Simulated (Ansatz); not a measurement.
Consider the substitution at a C–Ge bond: `[CH3][Ge]([CH3])([CH3])[Br]` + `[BH2][AlH][OH]` → `[BH2][AlH][O]C` + `[CH3][GeH]([CH3])[Br]`.

Gas-phase electronic energies from Ansatz, PBE0-D4/def2-TZVP geometries. CBS: MP2 limit from def2 TZ/QZ plus the TZ coupled-cluster correction, frozen cores. DFT in def2-TZVPP. B3LYP here is the variant with VWN-RPA as its local correlation; programs differ in this. For Br, Ge outer-core shells are correlated without core-valence functions, which leaves a few kJ/mol of doubt a bond. Scalar relativity is left out up to krypton. Each species was taken in one conformer, which may not be the lowest.

`[CH3][Ge]([CH3])([CH3])[Br]`:

Z-matrix (Å, degrees):
```
C
Ge 1 1.946
H 1 1.090 2 110.2
H 1 1.090 2 110.2 3 -120.0
H 1 1.092 2 109.9 3 120.0
C 2 1.946 1 112.5 3 175.8
C 2 1.946 1 112.5 3 -55.8
Br 2 2.339 1 106.2 3 60.0
H 6 1.090 2 110.2 1 -175.9
H 6 1.090 2 110.2 1 -55.8
H 6 1.093 2 109.9 1 64.1
H 7 1.093 2 109.9 1 -64.4
H 7 1.090 2 110.2 1 175.7
H 7 1.090 2 110.2 1 55.6
```

`[BH2][AlH][OH]`:

Cartesian coordinates in Å:
```
B -0.101 -1.346 0.726
Al -0.308 0.458 -0.371
O 1.065 1.462 -0.443
H -0.350 -1.424 1.897
H 0.253 -2.375 0.222
H -1.636 0.930 -1.119
H 1.077 2.295 -0.912
```

`[BH2][AlH][O]C`:

```xyz
10

B     1.768   -0.766   -0.874
Al   -0.178   -0.020   -1.308
O    -1.206    0.476   -0.057
C    -1.097    0.530    1.332
H     1.995   -1.930   -0.695
H     2.738   -0.061   -0.813
H    -0.791    0.124   -2.764
H    -1.231    1.558    1.683
H    -1.874   -0.086    1.798
H    -0.123    0.175    1.698
```

`[CH3][GeH]([CH3])[Br]`:

Cartesian coordinates in Å:
```
C -0.065 0.419 -1.615
Ge -0.577 -0.364 0.089
C 0.573 0.180 1.558
Br -0.350 -2.672 -0.132
H 0.973 0.171 -1.839
H -0.169 1.506 -1.570
H -0.701 0.035 -2.412
H -2.065 -0.129 0.405
H 1.609 -0.068 1.328
H 0.491 1.257 1.714
H 0.281 -0.335 2.473
```

Problem. Is it downhill or uphill in electronic energy at CCSD(T)/CBS, and by how much? (An estimate is asked.)

Solution. Computed: Uphill: ΔE = +105.7 kJ/mol.

Problem. What do these levels give: PBE0-D4, B3LYP-D4, ωB97M-V, B2PLYP, PBE, HF/def2-TZVPP, CCSD/def2-TZVPP, HF/def2-QZVPP, MP2/def2-QZVPP, HF/CBS(def2), MP2/CBS(def2), CCSD/CBS(def2)? (Estimate.)

Solution. Computed: PBE0-D4 98.0, B3LYP-D4 93.4, ωB97M-V 99.7, B2PLYP 97.1, PBE 92.6, HF/def2-TZVPP 83.6, CCSD/def2-TZVPP 102.3, HF/def2-QZVPP 82.4, MP2/def2-QZVPP 114.4, HF/CBS(def2) 82.2, MP2/CBS(def2) 115.5, CCSD/CBS(def2) 103.9 kJ/mol.

Largest T1 diagnostic among the species: 0.012.

In def2-TZVPP, CCSD(T) changes the Hartree–Fock value by +20.5 kJ/mol (the triples alone add +1.8 kJ/mol) and MP2 by +30.2 kJ/mol. The D4 term adds +4.7 kJ/mol with B3LYP and +2.7 kJ/mol with PBE0; it sums over pairs of atoms, weighted by their polarisabilities, and B3LYP, whose exchange is more repulsive, gets the larger term.
